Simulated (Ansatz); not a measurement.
Cost and result up the ladder for the cluster B₂O₃ (5 atoms). Total charge 0; singlet. Geometry: PBE-D4/def2-SVP.

```tsv
atom	x (Å)	y (Å)	z (Å)
B1	0.0749	-2.2752	-0.2145
B2	-0.0124	0.3747	0.0353
O3	-0.6932	1.4635	-0.3760
O4	0.5996	1.4090	0.6466
O5	0.0312	-0.9721	-0.0914
```

Ansatz on 4 threads of Arm Neoverse V2 on a shared host. Times are rough, and most runs start from the orbitals of an earlier one. No level here is sound enough to serve as a yardstick. Binding counts from free atoms at the same level (B doublet, O triplet; other spins of the atoms weren't run), without zero-point energy or a counterpoise term.

Correlated methods freeze 5 core orbitals. Another isomer (singlet) lies 5.80 eV lower at PBE0-D4/def2-TZVP; other spin states weren't run for this one.

Correlated methods converge slowly with the basis.

```
                         level  functions  wall time
         LDA (SPW92)/def2-TZVP        155     0.45 s
           revPBE-D4/def2-TZVP        155      0.7 s
PBE-D4/def2-TZVP (with forces)        155     0.85 s
             PBE0-D4/def2-TZVP        155      0.9 s
           r2SCAN-D4/def2-TZVP        155      1.4 s
            CCSD(T)/def2-TZVPP        155       15 s
```

Problem. Estimate what each level gives for the binding energy per atom (eV).

Solution. 
```tsv
level	binding energy per atom (eV)	remarks
LDA (SPW92)/def2-TZVP	5.57	restricted SCF unstable in HF
revPBE-D4/def2-TZVP	4.63	restricted SCF unstable in HF
PBE-D4/def2-TZVP (with forces)	4.84	restricted SCF unstable in HF
PBE0-D4/def2-TZVP	4.54	restricted SCF unstable in HF
r2SCAN-D4/def2-TZVP	4.61	restricted SCF unstable in HF
CCSD(T)/def2-TZVPP	4.39	restricted SCF unstable
```
